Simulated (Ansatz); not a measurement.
Molecule: ScBr2, net charge 1, singlet state. The spin state was set by rule; other spins were not relaxed. 
Geometry from a B3LYP-D3(BJ)/def2-TZVP (Ansatz, a quantum-chemistry and plane-wave program) optimisation:
```xyz
3

Sc     0.9094     0.2755     0.2100
Br    -0.4510     1.4499    -1.3018
Br    -0.0946    -1.6152     1.1758
```
Charge +1, spin multiplicity 1.

Total electronic energies in hartree. Valence correlation only, unless marked. Spin-orbit coupling is left out. Frozen are the shells of the preceding noble gas and the d and f shells that filled before the atom's block. No relativistic terms. Basis-set limits of correlation are two-point, X^-3; Hartree-Fock from the larger set. [CCSD(T)-MP2]/basis is that difference in the basis named.

| level | program | energy (Eh) |
|---|---|---|
| HF/STO-3G | Ansatz | -5841.55523 |
| HF/6-31G | Ansatz | -5903.70197 |
| PBE-D3(BJ)/def2-TZVPD | Ansatz + dftd3 | -5907.90539 |
| r2SCAN/def2-TZVPD | Ansatz | -5908.83328 |
| PBE0/6-31G* | Ansatz | -5907.44788 |
| PBE0/def2-SVP | Ansatz | -5907.38055 |
| PBE0/def2-TZVPD | Ansatz | -5908.10371 |
| LC-wPBE/def2-TZVPD | Ansatz | -5907.99174 |
| RPA@PBE/def2-QZVPP | Ansatz | -5905.25225 |
| MP2/def2-TZVPPD | Ansatz | -5904.88062 |
| RI-MP2/CBS(def2-TZVPP,def2-QZVPP) | Ansatz | -5905.0551 |
| CCSD/6-31G* | Ansatz | -5904.11444 |
| CCSD/def2-SVPD | Ansatz | -5904.09140 |
| CCSD(T)/6-31G | Ansatz | -5903.85373 |
| RI-MP2/CBS(def2-TZVPPD,def2-QZVPPD)+[CCSD(T)-MP2]/def2-TZVPPD | Ansatz | -5905.1014 |

Totals of different functionals don't rank their quality; only differences between species are comparable.
